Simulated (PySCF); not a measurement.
**Computed properties of C3H6BFO, SMILES FCB1CCO1**

C3H6BFO, SMILES FCB1CCO1. Geometry: B3LYP-D3(BJ)/def2-SVP. This is a generated structure with no PubChem entry under its InChIKey; it may be hypothetical. One conformer was computed; it need not be the lowest. All values are computed for the isolated molecule unless a solvent is named; none is compared with measurement here.

**Structure.** The optimised structure has Cs symmetry. All 30 harmonic modes at B3LYP-D3(BJ)/def2-SVP (PySCF) are real, so it is a minimum. With heavy atoms numbered as in [F:1][CH2:2][B:3]1[CH2:4][CH2:5][O:6]1, the shortest bond between them is B3–O6 at 1.369 Å and the longest B3–C4 at 1.587 Å.

**Vibrations.** The strongest infrared lines (harmonic, unscaled, degenerate partners summed) lie at 1265 cm⁻¹ (98 km/mol, H 56 %, B 28 %, C 10 %), 1097 cm⁻¹ (71 km/mol, H 43 %, C 38 %, F 12 %), 1184 cm⁻¹ (67 km/mol, B 40 %, H 29 %, C 19 %, O 12 %). The softest mode is at 53 cm⁻¹ and the zero-point energy is 58.2 kcal/mol.

**Electronic structure.** HF/def2-TZVP (PySCF) places the frontier levels at -11.69 and 3.09 eV, a gap of 14.78 eV, and gives a dipole moment of 1.63 D and a mean polarisability of 46.8 bohr³. PBE/def2-TZVP (PySCF) at the same geometry gives -6.79 and -0.95 eV, so its gap is 8.94 eV narrower. An orbital gap is neither the optical nor the fundamental gap.

**Excitations.** TDA-PBE0/def2-SVPD (PySCF) has S1 at 6.54 eV (189 nm, f = 0.000, dark); the most intense of the 10 singlets computed lies at 8.16 eV (f = 0.16). T1 (TDA) is at 5.98 eV, 0.56 eV under S1. TDA-PBE/def2-SVPD (PySCF) puts S1 at 6.03 eV. No vertical singlet excitation falls in the visible range (under 3.1 eV).

**NMR.** GIAO shifts at HF/pcSseg-1 (PySCF) (non-relativistic, atoms alike by connectivity averaged): ¹³C from 17.7 to 73.0 ppm against TMS; ¹H from 2.0 to 4.9 ppm against TMS; ¹⁹F at -257.1 ppm against CFCl3; ¹¹B at 47.5 ppm against BF3.
